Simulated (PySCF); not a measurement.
Compound: C2H7GeN.
SMILES with atom numbers: `[CH3:1]/[N:2]=[CH:3]\[GeH3:4]` (hydrogens: H5, H6, H7 on C1; H8 on C3; H9, H10, H11 on Ge4)

Computed by this run: PBE0-D3(BJ)/def2-SVP geometry optimisation, gas phase (PySCF); density fitting, grid level 1; the optimiser is geomeTRIC in internal coordinates, started from a GFN2-xTB structure with every atom displaced at random (about 0.01 Å).

Step 1: E = -60173.9750 eV
```
atom  x, y, z in Å  |  force x, y, z in eV/Å
C1     -1.4841    0.1472   -0.2512    0.286  -0.489  -0.015
N2     -0.7213    1.3485   -0.1525    0.355   0.129  -0.022
C3      0.5462    1.3216   -0.2249   -0.425  -0.060   0.010
Ge4     1.7330   -0.2534   -0.4545    0.383  -0.028  -0.113
H5     -2.1028    0.0290    0.6522   -0.012   0.001   0.024
H6     -0.8733   -0.7862   -0.3874   -0.256   0.323   0.064
H7     -2.1818    0.2238   -1.0970   -0.071   0.032  -0.077
H8      1.0596    2.2937   -0.1459    0.053   0.036   0.009
H9      1.4777   -0.9990   -1.8027    0.068   0.172   0.307
H10     3.1891    0.3283   -0.4445   -0.407  -0.234  -0.028
H11     1.5808   -1.2618    0.7151    0.027   0.117  -0.159
```

Step 2: E = -60173.9921 eV
```
atom  x, y, z in Å  |  force x, y, z in eV/Å
C1     -1.4956    0.1461   -0.2506    0.035  -0.161  -0.033
N2     -0.7205    1.3441   -0.1567    0.088  -0.017  -0.007
C3      0.5434    1.3101   -0.2265   -0.086   0.061   0.017
Ge4     1.7530   -0.2494   -0.4545    0.041   0.034  -0.008
H5     -2.1170    0.0419    0.6536   -0.004   0.014  -0.001
H6     -0.9074   -0.7894   -0.3792   -0.030   0.085   0.013
H7     -2.1949    0.2313   -1.0986   -0.004   0.016   0.011
H8      1.0572    2.2839   -0.1453    0.035   0.003  -0.004
H9      1.5075   -0.9852   -1.7858   -0.009   0.010   0.007
H10     3.1881    0.3161   -0.4492   -0.058  -0.033  -0.007
H11     1.6096   -1.2578    0.6996   -0.008  -0.012   0.011
```

Q: Estimate the geometry and energy of step 3. (The exact step hangs on the optimiser's Hessian estimate; all steps are aligned on step 2, rigid shifts and turns removed.)

A: E = -60173.9891 eV, largest force 0.167 eV/Å
```
atom  x, y, z in Å  |  force x, y, z in eV/Å
C1     -1.4605    0.1311   -0.2556   -0.077   0.063   0.005
N2     -0.7167    1.3502   -0.1552   -0.055   0.103  -0.002
C3      0.5462    1.3435   -0.2214    0.037  -0.162  -0.011
Ge4     1.7194   -0.2418   -0.4499    0.060   0.064   0.025
H5     -2.0816    0.0101    0.6470    0.001   0.003  -0.005
H6     -0.8498   -0.7841   -0.3846    0.018  -0.027  -0.005
H7     -2.1610    0.2039   -1.1044    0.014   0.001   0.019
H8      1.0652    2.3158   -0.1428   -0.067  -0.007   0.009
H9      1.4450   -0.9704   -1.7740   -0.019  -0.032  -0.065
H10     3.1625    0.2776   -0.4570    0.096   0.016  -0.003
H11     1.5546   -1.2443    0.7047   -0.008  -0.022   0.033
```

The energy changes by +0.0031 eV. The first-order estimate −F·Δx gives -0.0065 eV and the mean of the old and new forces, exact on a quadratic surface, +0.0029 eV. The step makes an angle of 80° with the force vector and moves no atom by more than 0.065 Å. The energy falls at the start of this step and ends higher, so the step passed the lowest point of its straight line.

The cost below is that of the whole optimisation. On an Arm Neoverse V2 with one thread, shared host with 96 logical CPUs at a one-minute load of 31, this took 21 s wall and 0.44 GiB of memory at its peak.
